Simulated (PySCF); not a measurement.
## Dipole response of Tl⁻ (thallium, charge -1)

[Xe] 4f14 5d10 6s2 6p2, high-spin 3P determinant. Computed with PySCF 2.14 in aug-cc-pVDZ-PP with ECP60MDF, with a scalar-relativistic core potential. Coupled (time-dependent) response in atomic units; α is the mean over directions. A double-zeta set is small for polarisabilities.

| method | mean α (bohr³) | α xx, yy, zz | C₆ (like pair) | S(−4) |
| --- | --- | --- | --- | --- |
| UHF | 355.0 | 139.1, 463.1, 462.8 | 6975 | 119500 |

S(−4) is the Cauchy moment in α(ω) = α(0) + S(−4) ω² + …

Spin-orbit coupling is absent.

α(iu) at UHF:

```
u (hartree)  α(iu) (bohr³)
          0          355.0
     0.0500          219.7
      0.100          133.1
      0.200          64.84
      0.300          38.01
      0.500          17.67
      0.750          9.113
       1.00          5.555
       1.50          2.679
       2.00          1.569
       3.00         0.7265
       5.00         0.2709
```

A single London oscillator, α(iu) = α/(1 + u²/ω²), gives C₆ = (3/4) ω α². Matching the computed C₆ needs ω = 4 × 6975 / (3 × 355.0²) = 0.0738 hartree.

For an ion, C₆ is the dispersion term alone; charge-induced terms of lower order in 1/R come first.

The components differ because the open shell of this determinant is not spherical; for a pure term their mean is the scalar polarisability.

Energies and moments cover only the electrons outside the core potential. Spin-orbit coupling is strong in this species (close to jj coupling), so the high-spin LS determinant is a model state, not a physical level.
